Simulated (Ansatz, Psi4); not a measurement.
Torsional profile of C8H14, SMILES C=CC1CCCCC1. Scanned: dihedral C1–C2–C3–C4; all other coordinates were relaxed at B3LYP-D3(BJ)/def2-SVP. Heavy atoms are numbered in the order of the SMILES C=CC1CCCCC1, hydrogens after them in the order of the atoms that carry them; the mirror image has the same energies with the sign of each dihedral reversed.

Computed with: PBE/def2-TZVP // B3LYP-D3(BJ)/def2-SVP (Psi4); PBE-D3(BJ)/def2-TZVP // B3LYP-D3(BJ)/def2-SVP (Psi4); B3LYP/def2-TZVP // B3LYP-D3(BJ)/def2-SVP (Psi4); CCSD(T)/cc-pVDZ = CCSD(T) on RHF/cc-pVDZ, frozen core // B3LYP-D3(BJ)/def2-SVP (Ansatz, a first-principles code).

Energies relative to the lowest point of each profile, in kcal/mol; the last columns give the difference from CCSD(T):

| φ / ° | PBE/def2-TZVP | PBE-D3(BJ)/def2-TZVP | B3LYP/def2-TZVP | CCSD(T)/cc-pVDZ | PBE/def2-TZVP − CCSD(T)/cc-pVDZ | PBE-D3(BJ)/def2-TZVP − CCSD(T)/cc-pVDZ | B3LYP/def2-TZVP − CCSD(T)/cc-pVDZ |
|---|---|---|---|---|---|---|---|
| -165 | 1.6 | 1.6 | 1.7 | 1.5 | 0.1 | 0.0 | 0.2 |
| -135 | 0.1 | 0.1 | 0.1 | 0.1 | 0.0 | 0.0 | 0.0 |
| -105 | 0.0 | 0.0 | 0.0 | 0.0 | 0.0 | 0.0 | 0.0 |
| -75 | 1.4 | 1.4 | 1.5 | 1.4 | 0.1 | 0.0 | 0.1 |
| -45 | 2.1 | 2.0 | 2.2 | 2.1 | 0.0 | -0.1 | 0.1 |
| -15 | 0.8 | 0.6 | 1.0 | 0.8 | 0.0 | -0.2 | 0.2 |
| 15 | 0.6 | 0.4 | 0.8 | 0.6 | 0.0 | -0.2 | 0.2 |
| 45 | 2.1 | 1.8 | 2.2 | 1.8 | 0.3 | 0.1 | 0.5 |
| 75 | 2.2 | 2.0 | 2.4 | 1.9 | 0.4 | 0.1 | 0.5 |
| 105 | 0.8 | 0.6 | 1.1 | 0.7 | 0.1 | -0.1 | 0.3 |
| 135 | 0.6 | 0.4 | 0.8 | 0.7 | -0.1 | -0.2 | 0.1 |
| 165 | 2.0 | 1.8 | 2.1 | 2.0 | 0.0 | -0.1 | 0.1 |

PBE/def2-TZVP is furthest from CCSD(T)/cc-pVDZ at 75 (0.4 kcal/mol, above); its mean absolute difference over the points is 0.1 kcal/mol.

PBE-D3(BJ)/def2-TZVP is furthest from CCSD(T)/cc-pVDZ at 135 (-0.2 kcal/mol, below); its mean absolute difference over the points is 0.1 kcal/mol.

B3LYP/def2-TZVP is furthest from CCSD(T)/cc-pVDZ at 75 (0.5 kcal/mol, above); its mean absolute difference over the points is 0.2 kcal/mol.
